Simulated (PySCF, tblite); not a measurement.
Isomers of [C7H12P]+ (charge +1). Method: GFN2-xTB as coded in tblite; computed harmonic values from a numerical Hessian at the method's own geometry, unscaled. Errors from tens to a few hundred cm⁻¹ against measured bands are possible. Modes of hydrogen on phosphorus can be 10 to 20 % off. One conformer each.

Electronic energies: PBE0/pcSseg-1 single points on the GFN2-xTB geometries (PySCF, gas phase).

```tsv
SMILES	electronic energy, lowest = 0 (kcal/mol)
C=CC1=CCC[P@@H+]1C	1.1
C#CC[P@H+](C)C(=C)C	42.8
C[C@H]1C=C[P@H+](C)C=C1	0.0
C=C[P+](C)(C)C#CC	22.6
```

**Question.** How do GFN2-xTB zero-point energies change the relative energies?

**Answer.** 
```csv
SMILES,ZPE (kcal/mol),of it from modes above 1550 cm⁻¹,electronic (kcal/mol),"with ZPE, lowest = 0 (kcal/mol)",lowest mode (cm⁻¹),rings
C[C@H]1C=C[P@H+](C)C=C1,103.8,55.6,0.0,0.0,32,1
C=CC1=CCC[P@@H+]1C,103.2,55.6,1.1,0.5,61,1
C=C[P+](C)(C)C#CC,101.2,57.6,22.6,20.0,7i,0
C#CC[P@H+](C)C(=C)C,100.7,57.0,42.8,39.7,31,0
```

The zero-point energies span 3.1 kcal/mol, from `C#CC[P@H+](C)C(=C)C` to `C[C@H]1C=C[P@H+](C)C=C1`. Slightly imaginary modes are left out of the zero-point energy: `C=C[P+](C)(C)C#CC` 6.6i cm⁻¹. The order is unchanged.

**Question.** And how do the electronic energies of GFN2-xTB itself compare?

**Answer.** `C[C@H]1C=C[P@H+](C)C=C1` 0.0; `C=CC1=CCC[P@@H+]1C` 0.9; `C=C[P+](C)(C)C#CC` 25.8; `C#CC[P@H+](C)C(=C)C` 37.6 kcal/mol, lowest = 0. Against the energies above, taken from the same isomer `C[C@H]1C=C[P@H+](C)C=C1`, the largest difference is 5.2 kcal/mol.

**Question.** What do entropy and thermal enthalpy add at 298.15 K and 1 bar (rigid rotor, harmonic oscillator, one conformer each)?

**Answer.** 
| SMILES | point group | symmetry number | S (cal/(mol K)) | H − H(0) (kcal/mol) | ZPE + H − H(0) − TS (kcal/mol) |
| --- | --- | --- | --- | --- | --- |
| C[C@H]1C=C[P@H+](C)C=C1 | Cs | 1 | 94.6 | 6.52 | 82.1 |
| C=CC1=CCC[P@@H+]1C | C1 | 1 | 94.8 | 6.61 | 81.6 |
| C#CC[P@H+](C)C(=C)C | C1 | 1 | 106.1 | 7.87 | 76.9 |

Not tabulated: `C=C[P+](C)(C)C#CC` (lowest mode only 7i cm⁻¹).
